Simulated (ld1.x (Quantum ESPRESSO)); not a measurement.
# Scattering properties, TM potential for chromium

| Quantity | Value |
| --- | --- |
| Element | Cr |
| Generator | ld1.x (Quantum ESPRESSO) 7.5 |
| Type | norm-conserving Troullier–Martins (Kleinman–Bylander form) |
| Functional | PBEsol |
| Relativity | scalar-relativistic |
| Frozen core | [Ar] |
| Valence charge | 6 |
| Reference configuration | 3d4 4s0 4p0 (charge +2) |
| Partial waves | 4s (bound, empty): rc 2.20 bohr; 4p (bound, empty): rc 1.95 bohr; 3d (bound): rc 1.85 bohr |
| Local potential | the d channel |
| Core correction | none |

The phase is arctan(r·u′/u) with u = r·R(r), unwrapped; energies in Ry, scanned from -4 to 5 Ry. A pole is an energy at which the radial function vanishes at the test radius. The pseudo phase is shifted by a multiple of π to meet the all-electron one at the reference energy, and phase errors are pseudo minus all-electron; the curves can meet again beyond the range given. Levels narrower than the energy grid can be missing from the lists of poles.

| channel | radius (bohr) | reference energy (Ry) | poles, all-electron | poles, pseudo | unbroken range about the reference energy with phases within 0.05 rad | phase error 1 Ry above the reference energy (rad) |
| --- | --- | --- | --- | --- | --- | --- |
| s | 2.41 | -1.35 | 1.44 | 0.94 | below 1.0 | -0.018 |
| p | 2.41 | -0.97 | 2.48 | -2.64, 2.55 | -2.3 to 4.9 | +0.021 |
| d | 2.41 | -1.68 | -1.44, 4.08 | -1.43 | below -0.2 | +0.022 |

Note: ghost states, extra bound levels that the all-electron valence spectrum of the same l lacks: s at -148.2 eV, p at -36.5 eV. A true bound ghost makes a file unfit for plane-wave use.

Phases in the s channel:

| E (Ry) | all-electron | pseudo |
| --- | --- | --- |
| -4.00 | 1.276 | 1.268 |
| -3.52 | 1.233 | 1.226 |
| -3.04 | 1.170 | 1.163 |
| -2.56 | 1.066 | 1.058 |
| -2.08 | 0.862 | 0.855 |
| -1.60 | 0.373 | 0.370 |
| -1.12 | -0.530 | -0.533 |
| -0.64 | -1.087 | -1.100 |
| -0.16 | -1.317 | -1.338 |
| 0.32 | -1.434 | -1.464 |
| 0.80 | -1.506 | -1.549 |
| 1.28 | -1.557 | -1.622 |
| 1.76 | -1.597 | -1.708 |
| 2.24 | -1.633 | -1.859 |
| 2.72 | -1.668 | -2.447 |
| 3.20 | -1.705 | -4.138 |
| 3.68 | -1.748 | -4.490 |
| 4.16 | -1.804 | -4.599 |
| 4.64 | -1.887 | -4.657 |
